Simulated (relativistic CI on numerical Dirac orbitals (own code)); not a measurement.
# What each ingredient does to the levels of Tm XLII

Base calculation: Dirac-Coulomb-Breit CI, KLI orbitals optimised for each configuration, QED by a radiative potential, unscaled Slater integrals.

Configuration list (outside the closed core [Ne]): 3s²3p⁶3d¹⁰, 3s²3p⁶3d⁹4s, 3s²3p⁶3d⁹4p, 3s²3p⁶3d⁹4d, 3s²3p⁵3d¹⁰4s, 3s²3p⁶3d⁹4f, 3s²3p⁵3d¹⁰4p, 3s²3p⁶3d⁸4s², 3s²3p⁵3d¹⁰4d, 3s²3p⁶3d⁸4s4p, 3s3p⁶3d¹⁰4s, 3s²3p⁶3d⁹5s, 3s²3p⁶3d⁸4p², 3s²3p⁶3d⁸4s4d, 3s²3p⁵3d¹⁰4f, 3s²3p⁶3d⁹5p. Levels of other configurations are missing.

Variants: (1) P86 correlation estimate; (2) configuration mixing switched off. Shifts of the energy above 3s²3p⁶3d¹⁰ ¹S0, in eV, for the lowest level and the first level of each name with at least 55 % of one term (blank where a level changes its place among those of its configuration and J or its character, or is not in the variant):

```tsv
Level	Base	Δ(1)	Δ(2)
3s²3p⁶3d¹⁰ ¹S0	0.00	0.00	0.00
3s²3p⁶3d⁹4s ³D3	1284.42	+1.90	+0.26
3s²3p⁶3d⁹4s ¹D2	1286.10	+1.90	+0.22
3s²3p⁶3d⁹4s ³D1	1331.59	+1.90	+0.23
3s²3p⁶3d⁹4s ³D2	1332.71	+1.90	+0.17
3s²3p⁶3d⁹4p ³F°2	1416.49	+1.98	+0.13
3s²3p⁶3d⁹4p ³F°4	1440.25	+1.98	+0.17
3s²3p⁶3d⁹4p ¹P°1	1443.12	+1.98	+0.58
3s²3p⁶3d⁹4p ³D°3	1444.93	+1.98	+0.01
3s²3p⁶3d⁹4p ³P°0	1484.39	+1.98	+0.49
3s²3p⁶3d⁹4d ¹P1	1585.44	+2.03	+0.54
3s²3p⁶3d⁹4d ³G5	1586.80	+2.03	+0.03
3s²3p⁶3d⁹4d ³D3	1590.37	+2.03	+0.11
3s²3p⁶3d⁹4d ³F4	1592.08	+2.03	-0.05
```

At this charge energies of transitions that change n are usually good to better than 1 %, and those within a shell (Δn = 0) to a few per cent.

Ionisation energy from the two ground configurations alone: base 3298.41 eV; P86 correlation estimate 3300.63 eV. The NIST ASD value (theoretical) is 3298 eV.

LS names give the leading component of a level, which can be under half, so a name can repeat, a term be missing and a line seem to break the LS rules.
